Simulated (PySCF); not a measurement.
**Computed properties of SnF3Cl, SMILES [F][Sn]([F])([F])[Cl]**

SnF3Cl, SMILES [F][Sn]([F])([F])[Cl]. Geometry optimised at B3LYP-D3(BJ)/def2-SVP. The def2 effective core potentials stand for the cores of Sn; spin–orbit coupling is left out. One conformer was computed; it need not be the lowest. All values are computed for the isolated molecule unless a solvent is named; none is compared with measurement here.

**Structure.** The optimised structure has C3v symmetry. All 9 harmonic modes at B3LYP-D3(BJ)/def2-SVP (PySCF) are real, so it is a minimum. With heavy atoms numbered as in [F:1][Sn:2]([F:3])([F:4])[Cl:5], the shortest bond between them is F1–Sn2 at 1.916 Å and the longest Sn2–Cl5 at 2.310 Å.

**Vibrations.** The strongest infrared lines (harmonic, unscaled, degenerate partners summed) lie at 673 cm⁻¹ (118 km/mol, F 83 %, Sn 17 %), 168 cm⁻¹ (53 km/mol, F 76 %, Sn 19 %), 187 cm⁻¹ (51 km/mol, F 78 %, Sn 16 %). The softest mode is at 122 cm⁻¹ and the zero-point energy is 4.5 kcal/mol.

**Electronic structure.** M06-2X/def2-TZVP (PySCF) places the frontier levels at -12.05 and -2.77 eV, a gap of 9.28 eV, and gives a dipole moment of 1.62 D and a mean polarisability of 42.6 bohr³.

**Excitations.** TDA-PBE0/def2-SVPD (PySCF) has S1 at 5.15 eV (241 nm, f = 0.020, weak); the most intense of the 10 singlets computed lies at 6.72 eV (f = 0.17). Strengths of degenerate partners are summed. T1 (TDA) is at 4.67 eV, 0.48 eV under S1. No vertical singlet excitation falls in the visible range (under 3.1 eV).
